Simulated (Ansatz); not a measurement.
Geometry optimisation, Ansatz, RKS PBE0/def2-SVP.

Input file:

```yaml
crystal:
  periodic: [false, false, false]
  atoms:
    - { symbol: Sn, position_ang: [0.0, 0.0, 0.0] }
    - { symbol: C, position_ang: [0.0, 0.0, 2.15] }
    - { symbol: H, position_ang: [-0.9996, -0.3092, 2.5205] }
    - { symbol: H, position_ang: [0.7676, -0.7111, 2.5205] }
    - { symbol: H, position_ang: [0.232, 1.0203, 2.5205] }
    - { symbol: H, position_ang: [1.6408, 0.0, -0.5794] }
    - { symbol: H, position_ang: [-0.8195, 1.4198, -0.5794] }
    - { symbol: H, position_ang: [-0.8195, -1.4198, -0.5794] }
basis:
  gaussian: { orbitals: def2-SVP }
hamiltonian:
  xc: pbe0
relax:
  f_tol: 0.02
  max_steps: 40
```

Run as:

```bash
$ ansatz run input.yaml --threads 1 --pin off --max-ram 2048MiB --backend cpu --events-out ev --progress --plain --runs-dir out
```

Where does it end, and by what steps?

It converged. The force dipped under the threshold on the way, but the program's further checks kept it going. After 9 steps the energy has fallen by 0.024 eV; H5 moved furthest, 0.22 Å.

```csv
step,energy less start (eV),largest force component (eV/Å),accepted
0,0.0000,0.370,yes
1,-0.0113,0.245,yes
2,-0.0150,0.409,yes
3,-0.0222,0.081,yes
4,-0.0234,0.013,yes
5,-0.0223,0.226,no
6,-0.0239,0.050,yes
7,-0.0239,0.066,yes
8,-0.0242,0.038,yes
9,-0.0243,0.001,yes
```

```xyz
8
Properties=species:S:1:pos:R:3
Sn 0.000 0.000 0.001
C 0.000 0.000 2.152
H -1.029 -0.088 2.529
H 0.591 -0.847 2.529
H 0.438 0.935 2.529
H 1.606 0.142 -0.589
H -0.925 1.319 -0.589
H -0.679 -1.461 -0.589
```

The run took 25 s on 1 thread of Arm Neoverse V2, on a shared host, peak memory 0.13 GiB.
